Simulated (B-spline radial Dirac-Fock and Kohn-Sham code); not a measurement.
**EELS cross sections of the Pb O3 (5p3/2) edge**

System: atomic lead in the configuration [Xe] 4f14 5d10 6s2 6p2. Model: the first Born approximation with generalised oscillator strengths from a Dirac-Hartree-Slater potential (longitudinal and transverse terms; continuum final states only, so no white lines or fine structure). Program: an atomic code on a B-spline grid. The edge is taken at 83.30 eV (tabulated value).

The run's input, task.json:

```json
{"items": [{
  "Z": 82,
  "q": 0,
  "cfg": [[1, 0, 2], [2, 0, 2], [2, 1, 6], [3, 0, 2], [3, 1, 6], [3, 2, 10], [4, 0, 2], [4, 1, 6], [4, 2, 10], [4, 3, 14], [5, 0, 2], [5, 1, 6], [5, 2, 10], [6, 0, 2], [6, 1, 2]],
  "A": 208,
  "rrms": 5.5012,
  "do": "eels",
  "beams": [[60, 5], [60, 10], [60, 50], [80, 5], [100, 10], [100, 20], [100, 50], [120, 20], [120, 50], [120, 100], [200, 5], [200, 100], [300, 5], [300, 50]],
  "edges": {"O3": 83.3}
}]}
```

Command: `python xray2_run.py task.json out`

Partial cross sections σ(β, Δ) in barn, integrated over a window Δ above the edge and up to the collection semi-angle β, for parallel illumination:

```tsv
E₀ (kV)	β (mrad)	Δ = 25 eV	Δ = 50 eV	Δ = 100 eV	Δ = 200 eV	Δ = 300 eV
60	5	11500	16000	19100	20900	21500
60	10	17500	25200	30400	33500	34600
60	50	36600	61900	84300	98300	102000
80	5	10500	14700	17700	19500	20100
100	10	14600	21400	26000	28700	29800
100	20	?	?	?	?	?
100	50	25400	43100	59300	71000	74900
120	20	19900	31800	40500	44900	46300
120	50	22500	38100	52500	63300	67100
120	100	22600	38200	52900	64200	68800
200	5	8330	12000	14500	16100	16700
200	100	16600	28000	38600	46900	50200
300	5	7960	11600	14100	15700	16300
300	50	13700	22900	31600	38300	41000
```

Problem. Give the row for 100 kV and 20 mrad.

Solution. 21500 b for 25 eV, 34100 b for 50 eV, 43000 b for 100 eV, 47400 b for 200 eV, 48800 b for 300 eV.

Values without a named source are computed, but for edge energies of neutral atoms, which are taken from tables.
